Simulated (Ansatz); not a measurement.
Steps of a relaxation of CH$_{3}$F$_{2}$NOSi (`O[SiH]1NC1(F)F`) with RKS PBE0-D4/def2-TZVP.

```sh
$ ansatz run in.yaml --threads 4 --pin off --events-out ev --progress --plain --max-ram 10444MiB
```

```yaml
crystal:
  periodic: [false, false, false]
  atoms:
    - {symbol: O, position_ang: [0.532912, -1.527339, -1.483011]}
    - {symbol: Si, position_ang: [-0.031329, -0.912015, -0.040854]}
    - {symbol: N, position_ang: [0.676398, 0.486277, 0.693135]}
    - {symbol: C, position_ang: [-0.631310, 0.835715, 0.298088]}
    - {symbol: F, position_ang: [-0.737180, 1.824069, -0.654049]}
    - {symbol: F, position_ang: [-1.494115, 1.198758, 1.300135]}
    - {symbol: H, position_ang: [0.791450, -0.870645, -2.154455]}
    - {symbol: H, position_ang: [-0.358042, -2.116582, 0.772247]}
    - {symbol: H, position_ang: [1.339616, 1.035462, 1.251764]}
basis:
  gaussian: {orbitals: def2-TZVP}
hamiltonian: {xc: pbe0, dispersion: d4}
relax: {f_tol: 0.005, max_steps: 150}
```

Positions (Å) and forces (eV/Å) along the path, 10 of 10 steps:

```xyz
9
step=1 energy=-17926.0519 eV
O     0.533   -1.527   -1.483   -0.273    0.937    0.559
Si   -0.031   -0.912   -0.041    0.644    0.398   -0.322
N     0.676    0.486    0.693   -0.275   -0.183   -0.111
C    -0.631    0.836    0.298    0.103   -0.231   -0.042
F    -0.737    1.824   -0.654    0.028   -0.357    0.485
F    -1.494    1.199    1.300    0.397   -0.056   -0.469
H     0.791   -0.871   -2.154   -0.172   -0.425    0.463
H    -0.358   -2.117    0.772    0.032    0.305   -0.171
H     1.340    1.035    1.252   -0.484   -0.387   -0.392
9
step=2 energy=-17926.1118 eV
O     0.527   -1.509   -1.472   -0.215    0.438    0.497
Si   -0.019   -0.911   -0.035    0.382    0.316   -0.258
N     0.675    0.480    0.688   -0.169   -0.320   -0.154
C    -0.628    0.819    0.291    0.000   -0.088   -0.029
F    -0.729    1.807   -0.652    0.012   -0.149    0.161
F    -1.481    1.191    1.287    0.145   -0.041   -0.174
H     0.779   -0.853   -2.132   -0.031   -0.131    0.100
H    -0.362   -2.099    0.770    0.010    0.082   -0.036
H     1.326    1.027    1.239   -0.135   -0.108   -0.107
9
step=3 energy=-17926.1309 eV
O     0.516   -1.485   -1.455    0.002    0.060   -0.052
Si   -0.013   -0.904   -0.033   -0.006   -0.061    0.042
N     0.674    0.467    0.680    0.088    0.047    0.054
C    -0.626    0.808    0.283   -0.122   -0.023   -0.030
F    -0.725    1.791   -0.657    0.024    0.015   -0.005
F    -1.475    1.183    1.275    0.014    0.014    0.015
H     0.774   -0.833   -2.111    0.014   -0.050   -0.030
H    -0.359   -2.085    0.773   -0.013   -0.008    0.008
H     1.323    1.011    1.228   -0.002    0.006   -0.002
9
step=4 energy=-17926.1315 eV
O     0.516   -1.485   -1.457   -0.015    0.053    0.015
Si   -0.011   -0.905   -0.032    0.008   -0.018    0.005
N     0.674    0.468    0.682    0.040   -0.024    0.014
C    -0.628    0.807    0.283   -0.048    0.018    0.002
F    -0.724    1.791   -0.656    0.004    0.001   -0.013
F    -1.474    1.185    1.276   -0.003   -0.002    0.003
H     0.775   -0.835   -2.116    0.013   -0.032   -0.026
H    -0.362   -2.086    0.773    0.000   -0.003   -0.001
H     1.322    1.015    1.229    0.000    0.008    0.000
9
step=5 energy=-17926.1319 eV
O     0.513   -1.484   -1.458   -0.013    0.035    0.031
Si   -0.010   -0.905   -0.031    0.002    0.001   -0.014
N     0.675    0.469    0.683   -0.005   -0.022   -0.001
C    -0.629    0.807    0.284    0.001    0.007    0.010
F    -0.724    1.790   -0.656   -0.001   -0.004   -0.002
F    -1.474    1.186    1.277    0.000   -0.003   -0.006
H     0.777   -0.839   -2.120    0.007   -0.019   -0.015
H    -0.362   -2.086    0.773    0.005   -0.001   -0.003
H     1.322    1.016    1.230    0.002    0.006    0.000
9
step=6 energy=-17926.1319 eV
O     0.512   -1.483   -1.457   -0.004    0.011    0.003
Si   -0.012   -0.903   -0.031    0.015   -0.047    0.001
N     0.672    0.466    0.691    0.013    0.034    0.005
C    -0.629    0.808    0.287   -0.021   -0.001    0.043
F    -0.719    1.793   -0.651   -0.005    0.018   -0.026
F    -1.478    1.185    1.278    0.002   -0.001   -0.016
H     0.780   -0.849   -2.127    0.000    0.000    0.000
H    -0.360   -2.088    0.768   -0.001    0.012   -0.005
H     1.321    1.024    1.225    0.001   -0.027   -0.006
9
step=7 energy=-17926.1319 eV rejected
O     0.510   -1.480   -1.458    0.008   -0.007    0.006
Si   -0.009   -0.904   -0.029   -0.027    0.039   -0.017
N     0.672    0.468    0.689    0.016    0.001    0.034
C    -0.630    0.808    0.289    0.017   -0.048   -0.093
F    -0.720    1.790   -0.655   -0.005   -0.007    0.020
F    -1.480    1.187    1.275   -0.009    0.023    0.043
H     0.780   -0.846   -2.126   -0.003    0.004    0.002
H    -0.358   -2.088    0.771    0.004   -0.007    0.005
H     1.325    1.018    1.227   -0.001    0.003   -0.001
9
step=8 energy=-17926.1321 eV
O     0.512   -1.482   -1.457    0.001    0.001   -0.003
Si   -0.011   -0.903   -0.031    0.003   -0.001    0.003
N     0.672    0.467    0.690   -0.005    0.002   -0.003
C    -0.630    0.808    0.288    0.005    0.008    0.003
F    -0.720    1.792   -0.653   -0.003   -0.006   -0.002
F    -1.478    1.187    1.278   -0.002    0.000   -0.002
H     0.780   -0.848   -2.127    0.000    0.002    0.000
H    -0.359   -2.088    0.769   -0.001    0.000    0.002
H     1.323    1.021    1.226    0.003   -0.006    0.001
9
step=9 energy=-17926.1321 eV
O     0.512   -1.481   -1.458    0.000    0.000    0.001
Si   -0.010   -0.904   -0.030   -0.002    0.002    0.002
N     0.672    0.467    0.690    0.001    0.001    0.000
C    -0.629    0.808    0.287   -0.003   -0.008    0.000
F    -0.721    1.790   -0.655    0.002    0.004   -0.001
F    -1.478    1.188    1.277    0.001    0.001    0.000
H     0.779   -0.846   -2.126    0.000    0.000    0.001
H    -0.359   -2.087    0.770    0.001    0.000   -0.002
H     1.324    1.019    1.227    0.000    0.000    0.000
9
step=10 energy=-17926.1321 eV
O     0.512   -1.481   -1.457    0.000    0.000    0.000
Si   -0.011   -0.904   -0.030    0.001    0.001    0.001
N     0.672    0.467    0.690    0.000   -0.003    0.000
C    -0.630    0.807    0.287    0.002    0.003    0.002
F    -0.721    1.790   -0.655   -0.001   -0.001   -0.001
F    -1.478    1.188    1.277   -0.001   -0.001    0.000
H     0.779   -0.845   -2.126    0.000    0.000    0.000
H    -0.359   -2.088    0.770    0.000    0.000    0.000
H     1.323    1.019    1.227   -0.001    0.001   -0.001
```

Hardware: 4 threads of an Arm Neoverse V2 on a shared host. Wall time 34 s, peak host memory 0.54 GiB.
